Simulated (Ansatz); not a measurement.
F$_{2}$H$_{4}$SiSn, SMILES `[F][SnH]([F])[SiH3]`, 8 atoms. The species carries charge 0 and has multiplicity 1. Correlated methods include outer-core shells of Sn, which these sets cover unevenly. Sn takes the def2 core potential. All runs use 4 threads of a server CPU on a shared host. Correlated methods freeze the cores.

Task: Give the basis size and wall time and peak host memory of each of these runs in Ansatz. RKS ωB97M-V/def2-SVP energy; direct RPA on PBE orbitals/def2-TZVPP energy; RHF-CCSD(T)/def2-SVP energy; RKS CAM-B3LYP-D4/def2-TZVPP energy; RKS ωB97M-V/def2-TZVPP energy and forces; RKS PBE0-D4/def2-TZVP relaxation (5 steps); RKS B97M-V/def2-TZVPP energy; RKS ωB97M-V/def2-QZVPP energy; RHF-CCSD(T)/def2-TZVPP energy; RKS r2SCAN-D4/def2-TZVPP energy and forces; RKS PBE0-D4/def2-QZVPP energy; RKS PBE0-D4/def2-TZVP frequencies. (Estimate.)

Result: Computed: Other jobs shared the machine, so times are rough.

```json
{"level": "RKS CAM-B3LYP-D4/def2-TZVPP", "job": "energy", "functions": "210", "wall time": "1.6 s", "peak host memory (GiB)": "0.54"}
{"level": "RKS r2SCAN-D4/def2-TZVPP", "job": "energy and forces", "functions": "210", "wall time": "1.8 s", "peak host memory (GiB)": "0.29"}
{"level": "RHF-CCSD(T)/def2-SVP", "job": "energy", "functions": "92", "wall time": "1.9 s", "peak host memory (GiB)": "0.39"}
{"level": "RKS ωB97M-V/def2-SVP", "job": "energy", "functions": "92", "wall time": "2 s", "peak host memory (GiB)": "0.3"}
{"level": "RKS B97M-V/def2-TZVPP", "job": "energy", "functions": "210", "wall time": "2.9 s", "peak host memory (GiB)": "0.35"}
{"level": "RKS PBE0-D4/def2-QZVPP", "job": "energy", "functions": "386", "wall time": "3.4 s", "peak host memory (GiB)": "1.2"}
{"level": "direct RPA on PBE orbitals/def2-TZVPP", "job": "energy", "functions": "210", "wall time": "3.6 s", "peak host memory (GiB)": "0.48"}
{"level": "RKS ωB97M-V/def2-TZVPP", "job": "energy and forces", "functions": "210", "wall time": "4.1 s", "peak host memory (GiB)": "0.71"}
{"level": "RKS ωB97M-V/def2-QZVPP", "job": "energy", "functions": "386", "wall time": "7.5 s", "peak host memory (GiB)": "1.4"}
{"level": "RKS PBE0-D4/def2-TZVP", "job": "relaxation (5 steps)", "functions": "173", "wall time": "8.5 s", "peak host memory (GiB)": "0.44"}
{"level": "RHF-CCSD(T)/def2-TZVPP", "job": "energy", "functions": "210", "wall time": "26 s", "peak host memory (GiB)": "3.5"}
{"level": "RKS PBE0-D4/def2-TZVP", "job": "frequencies", "functions": "173", "wall time": "51 s", "peak host memory (GiB)": "0.45"}
```
